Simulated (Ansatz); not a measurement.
H$_{5}$NS$_{2}$Si (`N[SiH2]SS`). Total charge 0; spin multiplicity 1. The geometry is a stationary point of PBE0-D4/def2-TZVP. It is one conformer, not always the lowest.

```xyz
9

N    -1.080    0.941    0.024
Si   -0.179   -0.106   -0.977
S     0.778   -1.783   -0.015
S     2.023   -0.688    1.216
H    -1.923    0.627    0.479
H    -0.603    1.639    0.572
H     0.878    0.707   -1.619
H    -1.089   -0.759   -1.952
H     1.195   -0.578    2.272
```

Question: What is the dipole moment at ωB97M-V/def2-TZVPP? (Best estimate.)

Answer: Computed: 2.36 D, with components (-1.45, 1.31, 1.33) D in this frame, pointing from negative to positive charge.

Question: And with PBE, r2SCAN, B3LYP? (An estimate is asked.)

Answer: Computed: PBE 2.39 D, r2SCAN 2.44 D, B3LYP 2.34 D.

Question: Give the Mulliken charges with ωB97M-V, PBE, r2SCAN in def2-TZVPP. (Estimate.)

Answer: The calculation gave: 
```tsv
atom	ωB97M-V	PBE	r2SCAN
N1	-0.36	-0.37	-0.44
Si2	0.34	0.37	0.49
S3	-0.17	-0.18	-0.21
S4	-0.14	-0.13	-0.12
H5	0.12	0.15	0.16
H6	0.13	0.16	0.16
H7	-0.01	-0.05	-0.06
H8	-0.03	-0.06	-0.08
H9	0.12	0.12	0.11
```

B3LYP here is the variant with VWN-RPA as its local correlation; programs differ in this.
